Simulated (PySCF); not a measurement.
Input of a response calculation (the driver script's job line, then coordinates in Å):

```
{"job": {"kind": "uv", "xc": "wB97X-D", "basis": "def2-SVPD", "nstates": 8, "ntriplets": 3}, "charge": 0, "multiplicity": 1}
C      2.571315    -0.613596    -0.652709
C      1.288231    -0.406167    -0.900455
Ge    -0.058666     0.070484     0.442327
Si    -0.826382     2.277549     0.091022
Si    -1.609228    -1.685490     0.565483
F     -3.052550    -1.031709     0.241766
H      2.963943    -0.530693     0.349076
H      3.285625    -0.871724    -1.421494
H      0.940684    -0.497148    -1.925092
H      0.754567     0.023164     1.735197
H     -2.287374     2.326715     0.140498
H     -0.397372     2.761967    -1.223555
H     -0.298452     3.185698     1.111114
H     -1.481255    -2.718072    -0.457078
H     -1.797500    -2.282988     1.881989
```

Output:

```
coarse grid: 58152 points
cycle   1  E = -2836.8338858330  dE = -3.731e-01  |g| = 6.500e-01  |ddm| = 4.971e+00
cycle   2  E = -2836.8272246938  dE =  6.661e-03  |g| = 7.600e-01  |ddm| = 1.475e+00
cycle   3  E = -2836.9142524532  dE = -8.703e-02  |g| = 5.773e-02  |ddm| = 7.288e-01
cycle   4  E = -2836.9149510797  dE = -6.986e-04  |g| = 3.077e-02  |ddm| = 1.612e-01
cycle   5  E = -2836.9151411370  dE = -1.901e-04  |g| = 6.290e-03  |ddm| = 6.054e-02
cycle   6  E = -2836.9151506768  dE = -9.540e-06  |g| = 1.403e-03  |ddm| = 2.168e-02
final grid: 119264 points
cycle   7  E = -2836.9148375522  dE = -3.294e-06  |g| = 1.560e-03  |ddm| = 1.642e-02
cycle   8  E = -2836.9148377939  dE = -2.417e-07  |g| = 1.434e-03  |ddm| = 5.396e-03
cycle   9  E = -2836.9148381596  dE = -3.657e-07  |g| = 1.697e-04  |ddm| = 1.781e-03
cycle  10  E = -2836.9148381697  dE = -1.004e-08  |g| = 9.734e-05  |ddm| = 4.538e-04
cycle  11  E = -2836.9148381731  dE = -3.407e-09  |g| = 1.448e-05  |ddm| = 2.791e-04
cycle  12  E = -2836.9148381732  dE = -9.459e-11  |g| = 5.928e-06  |ddm| = 4.765e-05
converged SCF energy = -2836.9148381732

Static polarisability (au): isotropic 113.793, principal 93.282 121.852 126.247

Singlet excitations
state   eV       nm        f      main configurations
  1   5.9282    209.1   0.09093   H->L 0.79, H-1->L 0.09
  2   6.3223    196.1   0.00627   H->L+1 0.89
  3   6.6654    186.0   0.03573   H-1->L+2 0.49, H-1->L 0.14, H-2->L+2 0.11
  4   6.7401    184.0   0.01071   H-1->L 0.62, H-1->L+2 0.14
  5   6.8777    180.3   0.39459   H->L+2 0.92
  6   7.0349    176.2   0.02136   H-2->L 0.40, H-1->L+1 0.35, H-3->L 0.13
  7   7.2492    171.0   0.04882   H-1->L+1 0.43, H-2->L 0.30
  8   7.3911    167.7   0.00535   H->L+3 0.32, H-3->L 0.26, H->L+4 0.21

Triplet excitations (Tamm-Dancoff, eV): 4.4674 5.3025 5.9062
```

Method used: TDDFT wB97X-D/def2-SVPD, vertical, gas phase, core orbitals frozen in the response (PySCF). Isolated species at its GFN2-xTB geometry (one conformer only). GFN2-xTB frequencies show an imaginary mode (27i cm⁻¹), so this geometry is no minimum at that level. Relativistic effects, spin–orbit coupling among them, are left out although an element past zinc is present.

(1) Which orbital energies lie behind H and L?

(2) What share of the summed oscillator strength falls to the strongest level in this window?

(3) Give the energy of state 2 in hartree, cm⁻¹ and kJ/mol.

(4) How many basis functions and electrons does this run hold?

(5) What is the total energy of state 2 at this geometry?

(6) Write the structure that the coordinates describe.

Answers

(1) HOMO -9.38 eV and LUMO 0.70 eV, a gap of 10.08 eV; state 1 differs from that by -4.15 eV.

(2) State 5 at 180 nm: 0.3946 of 0.6138, or 64%.

(3) 0.23234 hartree, 50993 cm⁻¹, 610.0 kJ/mol.

(4) 221 basis functions for 90 electrons in 45 doubly occupied orbitals.

(5) -2836.91484 + 0.23234 = -2836.68250 hartree.

(6) `C=[CH][Ge@@H]([SiH3])[SiH2]F` (C2H9FGeSi2), point group C1.

The SCF starts on a coarse grid; the energy jumps when the final grid takes over, and dE counts afresh there. H and L stand for HOMO and LUMO.

The values belong to the conformer `[CH2:1]=[CH:2][Ge@@H:3]([SiH3:4])[SiH2:5][F:6]`: C1–C2–Ge3–Si4 112°, C2–Ge3–Si5–F6 -122°.

The pairwise dispersion term of wB97X-D wasn't added to the energies; at a given geometry it leaves orbitals and properties as they are.
